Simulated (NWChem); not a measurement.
System: SiH3SeF; SMILES F[SiH2][SeH]

NWChem input:

```
start job
memory heap 200 mb stack 900 mb global 1100 mb
geometry units angstroms noautosym
  Si     0.510067     1.130462     0.008630
  F     -0.837381     2.016197    -0.011861
  Se    -0.170541    -1.063261     0.003196
  H      1.273250     1.478615     1.232983
  H      1.321949     1.423573    -1.199272
  H      1.232283    -1.547422    -0.300000
end
basis spherical
  * library 6-31g*
end
dft
  xc b3lyp
  grid fine
  iterations 150
end
driver
  maxiter 120
  tight
end
task dft optimize
task dft freq
```

NWChem printed, in part:

```
             Northwest Computational Chemistry Package (NWChem) 7.3.0
             --------------------------------------------------------

                             Geometry "geometry" -> ""
                             -------------------------

 Output coordinates in angstroms (scale by  1.889725989 to convert to a.u.)

  No.       Tag          Charge          X              Y              Z
 ---- ---------------- ---------- -------------- -------------- --------------
    1 Si                  14.0000     0.54950705     1.14419312     0.01102257
    2 F                    9.0000    -0.79794095     2.02992812    -0.00946843
    3 Se                  34.0000    -0.13110095    -1.04952988     0.00558857
    4 H                    1.0000     1.31269005     1.49234612     1.23537557
    5 H                    1.0000     1.36138905     1.43730412    -1.19687943
    6 H                    1.0000     1.27172305    -1.53369088    -0.29760743

 Effective nuclear repulsion energy (a.u.)     243.7962409234

                                Z-matrix (autoz)
                                --------

 Units are Angstrom for bonds and degrees for angles

      Type          Name      I     J     K     L     M      Value
      ----------- --------  ----- ----- ----- ----- ----- ----------
    1 Stretch                  1     2                       1.61263
    2 Stretch                  1     3                       2.29688
    3 Stretch                  1     4                       1.48415
    4 Stretch                  1     5                       1.48462
    5 Stretch                  3     6                       1.51468
    6 Bend                     1     3     6                91.79522
    7 Bend                     2     1     3               106.07882
    8 Bend                     2     1     4               108.13779
    9 Bend                     2     1     5               109.76477
   10 Bend                     3     1     4               112.23276
   11 Bend                     3     1     5               110.40688
   12 Bend                     4     1     5               110.10050
   13 Torsion                  2     1     3     6         167.65478
   14 Torsion                  4     1     3     6         -74.45258
   15 Torsion                  5     1     3     6          48.79127

                           NWChem Geometry Optimization
                           ----------------------------

 maximum gradient threshold         (gmax) =   0.000015
 rms gradient threshold             (grms) =   0.000010
 maximum cartesian step threshold   (xmax) =   0.000060
 rms cartesian step threshold       (xrms) =   0.000040
 fixed trust radius                (trust) =   0.300000
 source of zmatrix                         =   autoz

          -------------------
          Energy Minimization
          -------------------

 Using diagonal initial Hessian
 Scaling for Hessian diagonals: bonds = 1.00  angles = 0.25  torsions = 0.10

          --------
          Step   0

                                 NWChem DFT Module
                                 -----------------

 Summary of "ao basis" -> "ao basis" (spherical)
 ------------------------------------------------------------------------------
       Tag                 Description            Shells   Functions and Types
 ---------------- ------------------------------  ------  ---------------------
 Si                          6-31g*                  8       18   4s3p1d
 F                           6-31g*                  6       14   3s2p1d
 Se                          6-31g*                 12       32   5s4p3d
 H                           6-31g*                  2        2   2s

            General Information
            -------------------
          SCF calculation type: DFT
          Wavefunction type:  closed shell.
          No. of atoms     :     6
          No. of electrons :    60
           Alpha electrons :    30
            Beta electrons :    30
          Charge           :     0
          Spin multiplicity:     1
          Use of symmetry is: off; symmetry adaption is: off
          Maximum number of iterations: 150
          AO basis - number of functions:    70
                     number of shells:    32
          Convergence on energy requested:  1.00D-06
          Convergence on density requested:  1.00D-05
          Convergence on gradient requested:  5.00D-04

              XC Information
              --------------
                         B3LYP Method XC Potential
                     Hartree-Fock (Exact) Exchange  0.200
                        Slater Exchange Functional  0.800 local
                    Becke 1988 Exchange Functional  0.720 non-local
              Lee-Yang-Parr Correlation Functional  0.810
                  VWN I RPA Correlation Functional  0.190 local

             Grid Information
             ----------------
          Grid used for XC integration:  fine
          Radial quadrature: Mura-Knowles
          Angular quadrature: Lebedev.
          Tag              B.-S. Rad. Rad. Pts. Rad. Cut. Ang. Pts.
          ---              ---------- --------- --------- ---------
          Si                  1.10      123          10.0       770
          F                   0.50       70          11.0       590
          Se                  1.15      140          10.0       974
          H                   0.35       60          10.0       590
          Grid pruning is: on
          Number of quadrature shells:   513
          Spatial weights used:  Erf1

      Superposition of Atomic Density Guess
      -------------------------------------

 Sum of atomic energies:       -2789.18968043

      Non-variational initial energy
      ------------------------------

 Total energy =   -2789.757271
 1-e energy   =   -4369.740981
 2-e energy   =    1336.187470
 HOMO         =      -0.287861
 LUMO         =       0.048834

   convergence    iter        energy       DeltaE   RMS-Dens  Diis-err
 ---------------- ----- ----------------- --------- --------- ---------
 d= 0,ls=0.0,diis     1  -2792.4282229773 -3.04D+03  1.81D-02  5.52D-01
 d= 0,ls=0.0,diis     2  -2792.3962913729  3.19D-02  9.62D-03  1.07D+00
 d= 0,ls=0.0,diis     3  -2792.4957085619 -9.94D-02  1.64D-03  2.33D-02
 d= 0,ls=0.0,diis     4  -2792.4971758851 -1.47D-03  8.75D-04  3.19D-03
 d= 0,ls=0.0,diis     5  -2792.4975858810 -4.10D-04  2.28D-04  1.62D-04
  Resetting Diis
 d= 0,ls=0.0,diis     6  -2792.4976082760 -2.24D-05  2.68D-05  7.25D-06
 d= 0,ls=0.0,diis     7  -2792.4976089788 -7.03D-07  1.31D-05  1.45D-07
 d= 0,ls=0.0,diis     8  -2792.4976089769  1.81D-09  7.40D-06  1.36D-07

         Total DFT energy =    -2792.497608976943
      One electron energy =    -4371.495394555974
           Coulomb energy =     1454.955751565590
    Exchange-Corr. energy =     -119.754206909995
 Nuclear repulsion energy =      243.796240923437

 Numeric. integr. density =       60.000001384313

                       DFT Final Molecular Orbital Analysis
                       ------------------------------------

 Vector   28  Occ=2.000000D+00  E=-3.588792D-01
              MO Center=  7.2D-01,  1.4D+00,  5.6D-02, r^2= 2.6D+00
   Bfn.  Coefficient  Atom+Function         Bfn.  Coefficient  Atom+Function
  ----- ------------  ---------------      ----- ------------  ---------------
     9      0.340073  1 Si pz                23     -0.317475  2 F  pz
    66      0.296082  4 H  s                 68     -0.284873  5 H  s
    27     -0.239569  2 F  pz                65      0.228269  4 H  s
    67     -0.212855  5 H  s                  5     -0.137592  1 Si pz
    45      0.096960  3 Se pz                17     -0.095091  1 Si d  1

 Vector   29  Occ=2.000000D+00  E=-3.227723D-01
              MO Center=  5.4D-02, -3.5D-01, -1.5D-02, r^2= 3.3D+00
   Bfn.  Coefficient  Atom+Function         Bfn.  Coefficient  Atom+Function
  ----- ------------  ---------------      ----- ------------  ---------------
    44      0.501053  3 Se py                43      0.324543  3 Se px
     8     -0.282520  1 Si py                40     -0.216518  3 Se py
    42      0.192903  3 Se s                 48      0.172014  3 Se py
    22      0.160047  2 F  py                68     -0.155567  5 H  s
     7     -0.143027  1 Si px                39     -0.142582  3 Se px

[...]

      ----------------------
      Optimization converged
      ----------------------

  Step       Energy      Delta E   Gmax     Grms     Xrms     Xmax
  ---- ---------------- -------- -------- -------- -------- --------
@   79   -2792.50189004 -3.0D-10  0.00001  0.00000  0.00000  0.00001
                                     ok       ok       ok       ok

                                Z-matrix (autoz)
                                --------

 Units are Angstrom for bonds and degrees for angles

      Type          Name      I     J     K     L     M      Value     Gradient
      ----------- --------  ----- ----- ----- ----- ----- ---------- ----------
    1 Stretch                  1     2                       1.61468    0.00000
    2 Stretch                  1     3                       2.28244    0.00000
    3 Stretch                  1     4                       1.48099    0.00000
    4 Stretch                  1     5                       1.48135   -0.00000
    5 Stretch                  3     6                       1.48182   -0.00001
    6 Bend                     1     3     6                94.06475   -0.00000
    7 Bend                     2     1     3               112.90524   -0.00000
    8 Bend                     2     1     4               108.90391    0.00000
    9 Bend                     2     1     5               107.15443   -0.00000
   10 Bend                     3     1     4               104.82601   -0.00000
   11 Bend                     3     1     5               110.37313    0.00000
   12 Bend                     4     1     5               112.77383   -0.00000
   13 Torsion                  2     1     3     6          74.94130   -0.00000
   14 Torsion                  4     1     3     6        -166.65582    0.00000
   15 Torsion                  5     1     3     6         -44.95766   -0.00000

                         Geometry "geometry" -> "geometry"
                         ---------------------------------

 Output coordinates in angstroms (scale by  1.889725989 to convert to a.u.)

  No.       Tag          Charge          X              Y              Z
 ---- ---------------- ---------- -------------- -------------- --------------
    1 Si                  14.0000     0.65189304     1.14336735     0.10331875
    2 F                    9.0000    -0.75454433     1.78185253    -0.36728583
    3 Se                  34.0000     0.51852223    -1.09903231     0.50755394
    4 H                    1.0000     1.03907954     1.74022126     1.40223024
    5 H                    1.0000     1.63636813     1.41635450    -0.96937795
    6 H                    1.0000     0.47494868    -1.46221263    -0.92840775

 Effective nuclear repulsion energy (a.u.)     243.3594652746

                Final and change from initial internal coordinates
                --------------------------------------------------

                                Z-matrix (autoz)
                                --------

 Units are Angstrom for bonds and degrees for angles

      Type          Name      I     J     K     L     M      Value       Change
      ----------- --------  ----- ----- ----- ----- ----- ---------- ----------
    1 Stretch                  1     2                       1.61468    0.00206
    2 Stretch                  1     3                       2.28244   -0.01444
    3 Stretch                  1     4                       1.48099   -0.00316
    4 Stretch                  1     5                       1.48135   -0.00327
    5 Stretch                  3     6                       1.48182   -0.03286
    6 Bend                     1     3     6                94.06475    2.26953
    7 Bend                     2     1     3               112.90524    6.82642
    8 Bend                     2     1     4               108.90391    0.76612
    9 Bend                     2     1     5               107.15443   -2.61033
   10 Bend                     3     1     4               104.82601   -7.40674
   11 Bend                     3     1     5               110.37313   -0.03375
   12 Bend                     4     1     5               112.77383    2.67333
   13 Torsion                  2     1     3     6          74.94130  -92.71349
   14 Torsion                  4     1     3     6        -166.65582  -92.20324
   15 Torsion                  5     1     3     6         -44.95766  -93.74892

[...]

 Rotational Constants
 --------------------
 A=   0.617328 cm-1  (  0.888177 K)
 B=   0.076058 cm-1  (  0.109429 K)
 C=   0.070586 cm-1  (  0.101555 K)

 Temperature                      =   298.15K
 frequency scaling parameter      =   1.0000

 Zero-Point correction to Energy  =   17.946 kcal/mol  (  0.028600 au)
 Thermal correction to Energy     =   20.974 kcal/mol  (  0.033424 au)
 Thermal correction to Enthalpy   =   21.566 kcal/mol  (  0.034368 au)

 Total Entropy                    =   72.919 cal/mol-K
   - Translational                =   40.457 cal/mol-K (mol. weight = 128.9171)
   - Rotational                   =   25.679 cal/mol-K (symmetry #  =        1)
   - Vibrational                  =    6.783 cal/mol-K

 Cv (constant volume heat capacity) =   15.246 cal/mol-K
   - Translational                  =    2.979 cal/mol-K
   - Rotational                     =    2.979 cal/mol-K
   - Vibrational                    =    9.287 cal/mol-K

[normal modes left out]

 ----------------------------------------------------------------------------
 Normal Eigenvalue ||           Projected Infra Red Intensities
  Mode   [cm**-1]  || [atomic units] [(debye/angs)**2] [(KM/mol)] [arbitrary]
 ------ ---------- || -------------- ----------------- ---------- -----------
    1       -0.000 ||    0.000144           0.003         0.141       0.028
    2       -0.000 ||    0.000013           0.000         0.012       0.002
    3       -0.000 ||    0.000902           0.021         0.879       0.173
    4        0.000 ||    0.000074           0.002         0.072       0.014
    5        0.000 ||    0.001444           0.033         1.408       0.278
    6        0.000 ||    0.000050           0.001         0.049       0.010
    7      186.689 ||    0.004606           0.106         4.490       0.886
    8      214.440 ||    0.011150           0.257        10.869       2.145
    9      401.350 ||    0.030959           0.714        30.180       5.956
   10      491.418 ||    0.032364           0.747        31.550       6.226
   11      726.680 ||    0.024793           0.572        24.170       4.770
   12      784.904 ||    0.021508           0.496        20.967       4.138
   13      878.348 ||    0.022781           0.526        22.208       4.383
   14      923.794 ||    0.340866           7.864       332.293      65.574
   15      967.661 ||    0.164761           3.801       160.618      31.696
   16     2281.307 ||    0.105187           2.427       102.541      20.235
   17     2300.701 ||    0.144727           3.339       141.087      27.842
   18     2402.436 ||    0.029339           0.677        28.601       5.644
 ----------------------------------------------------------------------------
```

Level: B3LYP/6-31G* (spherical d). This build's default masses of Se (78.918 u) and Br (79.917 u) are each other's, which moves their modes by up to 0.6 %. B3LYP is NWChem's, with the RPA form of VWN correlation.
